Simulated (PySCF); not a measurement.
A side-by-side comparison of computed properties.

First species: C3H11PSSi2.
Structure used (GFN2-xTB), in Å, numbered top down from 1:
```xyz
18
C3H11PSSi2 angstrom
P     -3.026    0.633    0.813
Si    -1.757   -0.755   -0.402
C      0.042   -0.473    0.150
C      0.984   -1.454   -0.528
S      2.715   -0.999   -0.173
C      2.538    0.755   -0.635
Si     0.767    1.272   -0.144
H     -4.189    0.353    0.122
H     -2.766    1.754    0.044
H     -1.871   -0.553   -1.854
H     -2.193   -2.126   -0.103
H      0.087   -0.661    1.228
H      0.853   -2.475   -0.171
H      0.860   -1.444   -1.611
H      2.731    0.843   -1.703
H      3.318    1.294   -0.105
H      0.144    1.962   -1.278
H      0.755    2.080    1.073
```

Second species: C₄H₄ClN₃.
Geometry (GFN2-xTB, Å), atoms numbered from 1 in this order:
```
atom  x, y, z in Å
C1    -1.6235   -0.1641   -0.0266
C2    -0.1428   -0.0688   -0.0053
C3     0.7126   -1.1664   -0.0366
N4     2.0316   -1.0343   -0.0167
N5     2.5700    0.1301    0.0325
N6     1.8664    1.2127    0.0636
C7     0.5478    1.1499    0.0462
Cl8   -0.2996    2.6403    0.0906
H9    -2.0372    0.3093    0.8628
H10   -1.9435   -1.2019   -0.0676
H11   -2.0154    0.3718   -0.8900
H12    0.3348   -2.1791   -0.0791
```

Levels: CAM-B3LYP/def2-SVPD for HOMO energy, LUMO energy, HOMO–LUMO gap and static isotropic polarisability; TDDFT CAM-B3LYP/def2-SVPD for lowest singlet excitation; TDA CAM-B3LYP/def2-SVPD for lowest triplet excitation (Tamm–Dancoff). Geometries: GFN2-xTB. Each species is one conformer at its optimised geometry, gas phase, non-relativistic unless stated. Electronic properties by PySCF.

```tsv
property	column X	column Y
HOMO energy	-8.75 eV	-7.68 eV
LUMO energy	-0.87 eV	0.75 eV
HOMO–LUMO gap	7.88 eV	8.43 eV
lowest singlet excitation	3.74 eV	5.12 eV
lowest triplet excitation (Tamm–Dancoff)	2.76 eV	4.68 eV
static isotropic polarisability	78.2 au	132.7 au
```

Which column belongs to which species?

Column X is the second species and column Y the first. The first has 18 atoms and 88 electrons, the second 12 and 66.

How does each property change from the first species to the second?

HOMO energy -1.07 eV; LUMO energy -1.62 eV; HOMO–LUMO gap -0.55 eV; lowest singlet excitation -1.38 eV; lowest triplet excitation (Tamm–Dancoff) -1.92 eV; static isotropic polarisability -54.5 au.

On the first: The vertical singlet–triplet gap S1 − T1 is 0.44 eV (TDDFT singlet less Tamm–Dancoff triplet; S1: HOMO→LUMO, weight 0.54; T1: HOMO→LUMO, weight 0.46). The principal polarisabilities are 108.1, 129.0 and 160.9 au; their mean is the isotropic value.

On the second: In wavenumbers S1 is 30200 cm⁻¹ (1 eV = 8065.54 cm⁻¹). The principal polarisabilities are 50.0, 85.4 and 99.2 au; their mean is the isotropic value.
